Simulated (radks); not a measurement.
Species: F-. Configuration: [Ne].

Calculated with a radial shooting solver on a logarithmic mesh with Libxc functionals: scalar-relativistic Kohn-Sham, LB94 model potential, spin-polarised, spherical densities, finite nucleus; Fermi nuclear charge, rms radius 2.8976 fm; Watson sphere of charge +1.02 and radius 2.65 bohr.

Energy parts (hartree; the electron-nucleus part includes the sphere):
kinetic: 101.16081
electron-nucleus: -249.89523
Hartree: 55.76641
(The LB94 potential has no energy functional, so no total or exchange-correlation energy is given.)

Orbitals (lengths in bohr, moments of r in powers of bohr; <r^-3> diverges for s and p1/2; r(max) is where P^2 peaks):
| orbital | occ. | eigenvalue (hartree) | r(max) | <r> | <r^-3> |
|---|---|---|---|---|---|
| 1s | 2 | -25.14579 | 0.1145 | 0.1753 | - |
| 2s | 2 | -1.14992 | 0.7742 | 1.044 | - |
| 2p | 6 | -0.49554 | 0.7147 | 1.217 | 7.372 |

The highest occupied level is 2p at -13.484 eV. Summed over all electrons, <r^2> = 15.03 bohr^2, which gives a Langevin (diamagnetic) susceptibility term of -11.9 x 10^-6 cm^3/mol. The density falls to 0.001 e/bohr^3 at r = 3.46 bohr. The electron density at the nucleus is 463.6 e/bohr^3 (large components only).
